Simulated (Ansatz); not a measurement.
```yaml
crystal:
  periodic: [false, false, false]
  atoms:
    - {symbol: C, position_ang: [-0.806949, -0.589772, -1.423504]}
    - {symbol: Ge, position_ang: [-0.026621, -0.673188, 0.362571]}
    - {symbol: F, position_ang: [1.454016, -1.615881, 0.166029]}
    - {symbol: In, position_ang: [0.847504, 1.567347, 1.416018]}
    - {symbol: H, position_ang: [-0.942343, -1.602737, -1.805887]}
    - {symbol: H, position_ang: [-1.779510, -0.094077, -1.388925]}
    - {symbol: H, position_ang: [-0.152799, -0.037902, -2.098769]}
    - {symbol: H, position_ang: [-0.908645, -1.563192, 1.271579]}
    - {symbol: H, position_ang: [0.366972, 2.072691, 2.996066]}
    - {symbol: H, position_ang: [1.948395, 2.536713, 0.504831]}
basis:
  gaussian: {orbitals: def2-TZVPD}
hamiltonian: {xc: {name: B2PLYP}}
accuracy: high
```

```sh
$ ansatz run in.yaml --threads 4 --pin off --events-out ev --progress --plain --max-ram 10444MiB
```

Output, abridged:

```
Functional definition: B2PLYP
4172 factors; integrals over basis functions are off by at most 4.5e-9 eV
mean field evaluation 1: about -65514.2354 eV, gradient 5.1e1 eV
mean field evaluation 2: about -65514.2760 eV, gradient 5.1e1 eV
mean field evaluation 4: about -65519.2125 eV, gradient 6.5e0 eV
mean field evaluation 8: about -65519.2828 eV, gradient 3.3e-1 eV
mean field evaluation 16: about -65519.2830 eV, gradient 1.6e-4 eV
mean field -65519.28302100 eV, -2407.7892404565 hartree, gradient 4.1e-8 eV, S^2 0.000000; 0 other end points of the search recorded, 0 dependent functions left out
15 core orbitals not correlated: weight in the atoms' cores, before any rotation towards them, 1.000 or more for the frozen orbitals, at most 0.000 for the correlated occupied ones
reference -65519.28305469 eV, -2407.7892416947 hartree; 22, 22 occupied and 204, 204 virtual orbitals, 4172 factors
second order -31.73873293 eV of doubles, -0.00000000 eV of singles
Total energy: -65527.85251258 eV, -2408.1041634636 hartree
```

Hardware: 4 threads of an Arm Neoverse V1 on a shared host. Wall time 24 s, peak host memory 1.8 GiB.
